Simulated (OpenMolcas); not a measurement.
Ni2+: moving or changing the point charges

Ni2+ among 6 point charges of -2.2 e arranged as an octahedron (Oh), 1.97 Å from the ion.

```yaml
Program: OpenMolcas
Method: "SS-CASPT2, IPEA 0.25 Eh, imaginary shift 0.1 Eh (closed shells correlated: 3s 3p)"
Basis: ANO-RCC-VDZP [5s4p2d1f]
Scalar_Hamiltonian: DKH2, point nucleus
Active_space: 8 electrons in 5 orbitals (3d)
State_averaging: 2S+1 = 3 even, 10 roots; 2S+1 = 1 even, 15 roots
Spin-orbit_coupling: RASSI with atomic mean-field integrals over the reference wave functions
```

Runs around this geometry, states (labels of O, the rotations of Oh). Energies in cm-1 above the lowest state or level, χT in cm3 K/mol.

| R (Å) | q (e) | Ground state | First state of that spin | First gap with spin-orbit (degeneracies) | χT at 300 K | First state of another spin |
| --- | --- | --- | --- | --- | --- | --- |
| 1.97 | -1.76 | 3A2 | 3T2 4500 | 4240 (3, 2) | 1.726 | 1E 15480 |
| 1.8 | -2.2 | 3A2 | 3T2 8790 | 8500 (3, 2) | 1.385 | 1E 16850 |
| 1.97 | -2.2 | 3A2 | 3T2 5840 | 5560 (3, 2) | 1.571 | 1E 16000 |
| 2.14 | -2.2 | 3A2 | 3T2 4130 | 3840 (3, 2) | 1.786 | 1E 15200 |

Taking the first state of the same spin as R^-n, n = -ln(4130 / 8790) / ln(2.14 / 1.8) = 4.4 between the shortest and longest distance.

Scaling the charges by -1.76 / -2.2 = 0.80 scales the first state of the same spin by 4500 / 5840 = 0.77; with fixed orbitals a first-order splitting would follow the charge.

Roots that are degenerate in the reference are averaged as groups; the widest CASPT2 spread within a group is 650 cm-1 (the 3-fold group of multiplicity 1 near 26900 cm-1 above the lowest state of its run, R = 2.14, q = -2.2). Shifts and gaps below about the spread of the groups concerned are not significant. Free-ion shares, where given, are those of the reference states; single-state CASPT2 does not remix them. Point charges carry no covalency, so the field is a model and not that of real ligands. No measured value stands beside these numbers.
